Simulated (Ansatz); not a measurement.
Reaction (ligand exchange at a Ga–C bond): `C=[C]([GaH2])[InH2]` + H₂S → `[SH][GaH2]` + `C=[CH][InH2]`

Computed with Ansatz on PBE0-D4/def2-TZVP structures; ΔE is electronic, products minus reactants. CBS: MP2 limit from def2 TZ/QZ plus the TZ coupled-cluster correction, frozen cores. This one scheme is used for every species. Functionals use def2-TZVPP. Elements past krypton have def2 core potentials. For Ga, In outer-core shells are correlated without core-valence functions, which leaves a few kJ/mol of doubt a bond. Scalar relativity is left out up to krypton.

CCSD(T)/CBS gives -23.8 kcal/mol.

(1) Another level gave -26.4 kcal/mol. Which?
A. CCSD(T)/def2-TZVPP
B. HF/def2-TZVPP
C. BLYP/def2-TZVPP
D. PBE-QIDH/def2-TZVPP

Largest T1 diagnostic among the species: 0.014.

## Answers

(1) C. BLYP -26.4, PBE-QIDH -25.4, CCSD(T)/def2-TZVPP -23.8, HF/def2-TZVPP -27.7 kcal/mol.

In def2-TZVPP, CCSD(T) changes the Hartree–Fock value by +3.8 kcal/mol (the triples alone add +0.5 kcal/mol) and MP2 by +4.3 kcal/mol. At CCSD(T), def2-SVP lies −0.8 kcal/mol from the extrapolated value and def2-TZVPP −0.0 kcal/mol.
